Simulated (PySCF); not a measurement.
chloroform (CHCl₃), singlet, geometry from GFN2-xTB; PBE/6-31G** run with PySCF.

The PySCF input:
```python
from pyscf import gto, scf, dft

mol = gto.M(
    atom='''
C    -0.001023    0.007108    0.481001
H    -0.003344    0.023236    1.572333
Cl    0.009258    1.673966   -0.112156
Cl    1.446620   -0.846731   -0.071848
Cl   -1.455321   -0.831110   -0.078251
''',
    basis='6-31g**',
    charge=0,
    spin=0,
    verbose=4,
)

mf = dft.RKS(mol)
mf.xc = 'pbe'
mf.conv_tol_grad = 1e-7
mf.kernel()
```

What the program printed (banner, timings and long lists left out):

```
PySCF version 2.14.0

[INPUT] verbose = 4
[INPUT] num. atoms = 5
[INPUT] num. electrons = 58
[INPUT] charge = 0
[INPUT] spin (= nelec alpha-beta = 2S) = 0
[INPUT] symmetry False subgroup None
[INPUT] Mole.unit = angstrom
[INPUT] Symbol           X                Y                Z      unit          X                Y                Z       unit  Magmom
[INPUT]  1 C     -0.001023000000   0.007108000000   0.481001000000 AA   -0.001933189825   0.013432173293   0.908960155642 Bohr   0.0
[INPUT]  2 H     -0.003344000000   0.023236000000   1.572333000000 AA   -0.006319244161   0.043909676230   2.971278746616 Bohr   0.0
[INPUT]  3 Cl     0.009258000000   1.673966000000  -0.112156000000 AA    0.017495084461   3.163337281834  -0.211944123227 Bohr   0.0
[INPUT]  4 Cl     1.446620000000  -0.846731000000  -0.071848000000 AA    2.733715606318  -1.600089691179  -0.135773042598 Bohr   0.0
[INPUT]  5 Cl    -1.455321000000  -0.831110000000  -0.078251000000 AA   -2.750158113328  -1.570570279387  -0.147872958973 Bohr   0.0

nuclear repulsion = 263.971152148203
number of shells = 33
number of NR pGTOs = 187
number of NR cGTOs = 73
basis = 6-31g**
ecp = {}

******** <class 'pyscf.dft.rks.RKS'> ********
method = RKS
initial guess = minao
damping factor = 0
level_shift factor = 0
DIIS = <class 'pyscf.scf.diis.CDIIS'>
diis_start_cycle = 1
diis_space = 8
diis_damp = 0
SCF conv_tol = 1e-09
SCF conv_tol_grad = 1e-07
SCF max_cycles = 50
direct_scf = True
direct_scf_tol = 1e-13
XC library pyscf.dft.libxc version 7.1.2
    S. Lehtola, C. Steigemann, M. J. T. Oliveira, and M. A. L. Marques,  SoftwareX 7, 1–5 (2018)
XC functionals = pbe
    J. P. Perdew, K. Burke, and M. Ernzerhof,  Phys. Rev. Lett. 77, 3865 (1996)
    J. P. Perdew, K. Burke, and M. Ernzerhof,  Phys. Rev. Lett. 78, 1396 (1997)
    J. P. Perdew, K. Burke, and M. Ernzerhof,  Phys. Rev. Lett. 77, 3865 (1996)
    J. P. Perdew, K. Burke, and M. Ernzerhof,  Phys. Rev. Lett. 78, 1396 (1997)
radial grids:
    Treutler-Ahlrichs [JCP 102, 346 (1995); DOI:10.1063/1.469408] (M4) radial grids

becke partition: Becke, JCP 88, 2547 (1988); DOI:10.1063/1.454033
pruning grids: <function nwchem_prune>
grids dens level: 3
symmetrized grids: False
atomic radii adjust function: <function treutler_atomic_radii_adjust>
small_rho_cutoff = 0
Initial guess from minao.
tot grids = 80568
init E= -1418.97465919085
  HOMO = -0.310003457351928  LUMO = -0.0715958265769761  gap/eV = 6.48740
cycle= 1 E= -1418.57684549785  delta_E= 0.398  |g|= 0.385  |ddm|= 2.52
  HOMO = -0.24904656156529  LUMO = -0.0894241507370181  gap/eV = 4.34355
cycle= 2 E= -1418.44097820392  delta_E= 0.136  |g|= 0.851  |ddm|= 1.15
  HOMO = -0.259822715101545  LUMO = -0.0605910159421081  gap/eV = 5.42137
cycle= 3 E= -1418.61544615649  delta_E= -0.174  |g|= 0.0654  |ddm|= 0.765
  HOMO = -0.272512749750659  LUMO = -0.0722147768526824  gap/eV = 5.45039
cycle= 4 E= -1418.6166585818  delta_E= -0.00121  |g|= 0.0156  |ddm|= 0.113
  HOMO = -0.270768073250518  LUMO = -0.070003964592003  gap/eV = 5.46307
cycle= 5 E= -1418.6167222998  delta_E= -6.37e-05  |g|= 0.00277  |ddm|= 0.0209
  HOMO = -0.270778908913078  LUMO = -0.0699738116810282  gap/eV = 5.46419
cycle= 6 E= -1418.61672424171  delta_E= -1.94e-06  |g|= 0.000427  |ddm|= 0.00362
  HOMO = -0.270790300883986  LUMO = -0.0699870336025397  gap/eV = 5.46414
cycle= 7 E= -1418.61672429199  delta_E= -5.03e-08  |g|= 7.25e-05  |ddm|= 0.000711
  HOMO = -0.270790878099549  LUMO = -0.0699901694526659  gap/eV = 5.46407
cycle= 8 E= -1418.61672429336  delta_E= -1.38e-09  |g|= 1.47e-05  |ddm|= 0.000112
  HOMO = -0.270790752957635  LUMO = -0.0699896368216044  gap/eV = 5.46408
cycle= 9 E= -1418.61672429343  delta_E= -6.14e-11  |g|= 8.76e-07  |ddm|= 2.23e-05
  HOMO = -0.270790759077854  LUMO = -0.0699896305762011  gap/eV = 5.46408
cycle= 10 E= -1418.61672429342  delta_E= 3.41e-12  |g|= 1.21e-07  |ddm|= 1.61e-06
  HOMO = -0.270790765420977  LUMO = -0.0699896428176308  gap/eV = 5.46408
cycle= 11 E= -1418.61672429343  delta_E= -3.41e-12  |g|= 4.71e-08  |ddm|= 2.6e-07
  HOMO = -0.270790764857118  LUMO = -0.0699896405975582  gap/eV = 5.46408
Extra cycle  E= -1418.61672429342  delta_E= 4.77e-12  |g|= 7.34e-08  |ddm|= 1.97e-07
converged SCF energy = -1418.61672429342
```
